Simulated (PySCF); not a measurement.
5-methyl-5-hexen-2-one, C7H12O.
Z-matrix (Å and degrees, PBE0-D3(BJ)/def2-SVP geometry), rows numbered from 1:
```
C 
C   1  1.3381
C   2  1.5008  1  121.84
C   2  1.5051  1  121.40  3   179.46
C   4  1.5225  2  113.70  1   114.93
C   5  1.5151  4  113.38  2   178.98
C   6  1.5096  5  116.33  4   173.95
O   6  1.2076  5  121.80  4    -6.33
H   1  1.0937  2  121.32  3  -179.49
H   1  1.0939  2  121.50  3     0.08
H   3  1.1031  2  111.62  1  -117.98
H   3  1.0987  2  111.76  1     2.73
H   3  1.1032  2  110.72  1   123.55
H   4  1.1000  2  110.00  1    -7.45
H   4  1.1036  2  109.94  1  -123.55
H   5  1.1044  4  111.01  2   -58.22
H   5  1.1054  4  111.52  2    58.28
H   7  1.0968  6  109.76  5   177.12
H   7  1.1015  6  110.61  5    55.75
H   7  1.1017  6  110.14  5   -62.12
```

Linear response at wB97X-D/def2-SVPD (PySCF, frozen core in the response, non-relativistic).

Static isotropic polarisability: 89.01 au (13.19 Å³), principal values 76.9, 83.8, 106.4 au.

**Question.** What is the polarisability at 1064 nm and at the sodium D line?

**Answer.** 89.74 au at 1064 nm (+0.8 %), 91.47 au at 589.3 nm (+2.8 %). The rise at 589.3 nm is 3.37 times that at 1064 nm; a pure ω² law gives 3.26. The lowest singlet lies at 273 nm, shorter than both wavelengths.

**Question.** What is the isotropic C6 coefficient between two such molecules, C6 = (3/π)∫α(iω)² dω?

**Answer.** 3351 au (Eh·bohr⁶) by a ten-point quadrature over imaginary frequencies, which is 2000 eV·Å⁶ or 193 J·nm⁶/mol.

**Question.** Which effective excitation energy ω̄ makes London's formula C6 = (3/4)α²ω̄ exact here?

**Answer.** ω̄ = 4·C6/(3α²) = 0.564 Eh = 15.3 eV. A one-pole form α(ω) = α/(1 − ω²/ω̄²) fitted to the 1064 nm value gives 12.9 eV.

**Question.** What molar refraction at the D line follows from R = (4π/3)·N_A·α′, with α′ the polarisability volume?

**Answer.** α′ = 13.55 Å³ gives R = 34.19 cm³/mol, for isolated, non-vibrating species.

**Question.** The lowest 6 singlets have (eV, f): 4.54, 0.000; 7.06, 0.063; 7.09, 0.089; 7.22, 0.348; 7.30, 0.020; 8.04, 0.017. What share of the static polarisability do they carry in the sum over states α = Σ f/ω²?

**Answer.** 7.67 au, 8.6 % of α; the largest term, 4.96 au, is that of the state at 7.22 eV. Their oscillator strengths add up to 0.54. Higher states carry the rest.

**Question.** How anisotropic is the static polarisability, by Δα² = ½[(α1 − α2)² + (α2 − α3)² + (α3 − α1)²]?

**Answer.** Δα = 26.7 au, or 0.30 of the isotropic value.

**Question.** What three-body coefficient follows from the one-pole estimate C9 = (3/4)·α·C6?

**Answer.** 224000 au. This is an estimate from the two numbers above, not a computed integral.

**Question.** How many electrons N does the Slater–Kirkwood formula C6 = (3/4)·√N·α^(3/2) need to give this C6?

**Answer.** N = (4·C6/3)²/α³ = 28.3; the species has 62 electrons in all.

Hardware: one thread of an Intel Xeon Platinum 8488C (shared host). Cost: 63 s wall, 1.2 GiB resident at most. This is the whole response run at wB97X-D/def2-SVPD, SCF included.

One conformer stands for the species.

The pairwise dispersion term of wB97X-D wasn't added to the energies; at a given geometry it leaves orbitals and properties as they are.
